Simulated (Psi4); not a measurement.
C₄H₁₁BO₂, singlet, at a GFN2-xTB geometry, atoms displaced at random by about 0.03 Å a coordinate; PBE/STO-3G, gradient (Psi4 1.11).

Input for Psi4:
```
memory 2 GB

molecule mol {
0 1
  B     0.309945    0.805933    0.047505
  O     0.837013    2.006419    0.496656
  H     0.543389    2.781853    0.101985
  O    -0.797830    0.815986   -0.773749
  C    -1.357837    1.988833   -1.381791
  H    -0.616431    2.460394   -1.987540
  H    -2.126155    1.630172   -2.068271
  H    -1.752572    2.626015   -0.601379
  C     0.782106   -0.586411    0.576986
  C    -0.167215   -1.759390    0.332109
  C     0.486613   -3.068645    0.745587
  H     0.990422   -0.521537    1.651633
  H     1.770282   -0.821447    0.104030
  H    -1.089735   -1.545687    0.818449
  H    -0.340031   -1.801235   -0.695356
  H     1.429679   -3.281004    0.329766
  H    -0.258171   -3.899946    0.673982
  H     0.633835   -3.074631    1.910863
symmetry c1
no_reorient
no_com
}

set basis sto-3g
set reference rks

gradient('pbe')
print_variables()
```

The log (banner, timings and long lists left out):

```
gradient() will perform analytic gradient computation.

   => Loading Basis Set <=

    Name: STO-3G
    Role: ORBITAL
    Keyword: BASIS

         ---------------------------------------------------------
                                   SCF
               by Justin Turney, Rob Parrish, Andy Simmonett
                          and Daniel G. A. Smith
                              RKS Reference
         ---------------------------------------------------------

  ==> Geometry <==

    Molecular point group: c1
    Full point group: C1

    Geometry (in Angstrom), charge = 0, multiplicity = 1:

       Center              X                  Y                   Z               Mass
    ------------   -----------------  -----------------  -----------------  -----------------
         B            0.309945000000     0.805933000000     0.047505000000    11.009305360000
         O            0.837013000000     2.006419000000     0.496656000000    15.994914619570
         H            0.543389000000     2.781853000000     0.101985000000     1.007825032230
         O           -0.797830000000     0.815986000000    -0.773749000000    15.994914619570
         C           -1.357837000000     1.988833000000    -1.381791000000    12.000000000000
         H           -0.616431000000     2.460394000000    -1.987540000000     1.007825032230
         H           -2.126155000000     1.630172000000    -2.068271000000     1.007825032230
         H           -1.752572000000     2.626015000000    -0.601379000000     1.007825032230
         C            0.782106000000    -0.586411000000     0.576986000000    12.000000000000
         C           -0.167215000000    -1.759390000000     0.332109000000    12.000000000000
         C            0.486613000000    -3.068645000000     0.745587000000    12.000000000000
         H            0.990422000000    -0.521537000000     1.651633000000     1.007825032230
         H            1.770282000000    -0.821447000000     0.104030000000     1.007825032230
         H           -1.089735000000    -1.545687000000     0.818449000000     1.007825032230
         H           -0.340031000000    -1.801235000000    -0.695356000000     1.007825032230
         H            1.429679000000    -3.281004000000     0.329766000000     1.007825032230
         H           -0.258171000000    -3.899946000000     0.673982000000     1.007825032230
         H            0.633835000000    -3.074631000000     1.910863000000     1.007825032230

  Running in c1 symmetry.

  Rotational constants: A =      0.16662  B =      0.04295  C =      0.03517 [cm^-1]
  Rotational constants: A =   4995.02764  B =   1287.66896  C =   1054.35063 [MHz]
  Nuclear repulsion =  301.762926475120537

  Charge       = 0
  Multiplicity = 1
  Electrons    = 56
  Nalpha       = 28
  Nbeta        = 28

  ==> Algorithm <==

  SCF Algorithm Type is DF.
  DIIS enabled.
  MOM disabled.
  Fractional occupation disabled.
  Guess Type is SAD.
  Energy threshold   = 1.00e-08
  Density threshold  = 1.00e-08
  Integral threshold = 1.00e-12

  ==> Primary Basis <==

  Basis Set: STO-3G
    Blend: STO-3G
    Number of shells: 32
    Number of basis functions: 46
    Number of Cartesian functions: 46
    Spherical Harmonics?: true
    Max angular momentum: 1

  ==> DFT Potential <==

   => LibXC <=

    Version 7.1.2
    S. Lehtola, C. Steigemann, M. J. T. Oliveira, and M. A. L. Marques,  SoftwareX 7, 1–5 (2018) (10.1016/j.softx.2017.11.002)

   => Composite Functional: PBE <=

    PBE GGA Exchange-Correlation Functional

    J.P. Perdew et. al., Phys. Rev. Lett., 77(18), 3865-3868, 1996

    Deriv               =              1
    GGA                 =           TRUE
    Meta                =          FALSE

    Exchange Hybrid     =          FALSE
    MP2 Hybrid          =          FALSE

   => Exchange Functionals <=

    1.0000     XC_GGA_X_PBE

   => Correlation Functionals <=

    1.0000     XC_GGA_C_PBE

   => LibXC Density Thresholds  <==

    XC_GGA_C_PBE:  1.00E-12
[...]
  @DF-RKS Final Energy:  -329.70800010099759
    Total Energy =                       -329.7080001009975945
[...]
         H           -0.258171000000    -3.899946000000     0.673982000000     1.007825032230
         H            0.633835000000    -3.074631000000     1.910863000000     1.007825032230

  Nuclear repulsion =  301.762926475120537

  ==> Basis Set <==

  Basis Set: STO-3G
    Blend: STO-3G
    Number of shells: 32
    Number of basis functions: 46
    Number of Cartesian functions: 46
    Spherical Harmonics?: true
    Max angular momentum: 1

  ==> DFJKGrad: Density-Fitted SCF Gradients <==

    Gradient:                    1
    J tasked:                  Yes
    K tasked:                   No
    wK tasked:                  No
    Integrals threads:           1
    Schwarz Cutoff:          1E-12
    Fitting Condition:       1E-10

   => Auxiliary Basis Set <=

  Basis Set: (STO-3G AUX)
    Blend: DEF2-UNIVERSAL-JKFIT
    Number of shells: 241
    Number of basis functions: 727
    Number of Cartesian functions: 851
    Spherical Harmonics?: true
    Max angular momentum: 4

  ==> DFT Potential <==

   => LibXC <=

    Version 7.1.2
    S. Lehtola, C. Steigemann, M. J. T. Oliveira, and M. A. L. Marques,  SoftwareX 7, 1–5 (2018) (10.1016/j.softx.2017.11.002)

   => Composite Functional: PBE <=

    PBE GGA Exchange-Correlation Functional

    J.P. Perdew et. al., Phys. Rev. Lett., 77(18), 3865-3868, 1996

    Deriv               =              1
    GGA                 =           TRUE
    Meta                =          FALSE

    Exchange Hybrid     =          FALSE
    MP2 Hybrid          =          FALSE

   => Exchange Functionals <=

    1.0000     XC_GGA_X_PBE

   => Correlation Functionals <=

    1.0000     XC_GGA_C_PBE

   => LibXC Density Thresholds  <==

    XC_GGA_C_PBE:  1.00E-12
    XC_GGA_X_PBE:  1.00E-15

   => Molecular Quadrature <=

    Radial Scheme          =       TREUTLER
    Pruning Scheme         =           NONE
    Nuclear Scheme         =       TREUTLER

    Blocking Scheme        =         OCTREE
    BS radius alpha        =              1
    Pruning alpha          =              1
    Radial Points          =             75
    Spherical Points       =            302
    Total Points           =         379033
    Total Blocks           =           2803
    Max Points             =            256
    Max Functions          =             43
    Weights Tolerance      =       1.00E-15

  -Total Gradient:
     Atom            X                  Y                   Z
    ------   -----------------  -----------------  -----------------
       1        0.023501974984    -0.051173891517     0.004883812164
       2       -0.067212639226     0.124275626454    -0.071339674618
       3        0.051612600225    -0.104092589939     0.063699204225
       4        0.000720414561     0.050220458931     0.002503674678
       5       -0.004185970966     0.023010433356    -0.009536198343
       6       -0.024603247757    -0.030182556911     0.019837118337
       7        0.019727012339     0.000072255932     0.006765104417
       8        0.014393711106    -0.025028249613    -0.009264956784
       9       -0.031501968676    -0.006689262517    -0.001369472836
      10       -0.038677016129    -0.006794043742    -0.014062547438
      11        0.057048104966     0.020719953199    -0.100538193737
      12       -0.003272854906    -0.001231777280    -0.009905555200
      13        0.005134214804     0.000344080548    -0.003495401168
      14        0.031285738900     0.003075274851    -0.018438990990
      15        0.016373081375     0.002025313641     0.057688701636
      16       -0.035378298147     0.009006921026     0.027382421452
      17       -0.012225384771    -0.000308942822     0.016177060707
      18       -0.002680068221    -0.007353734536     0.039073751531

  Variable Map:
  ----------------------------------------------------------------------------
[...]
  Array Variable Map:
  ----------------------------------------------------------------------------
[...]
[...]
```
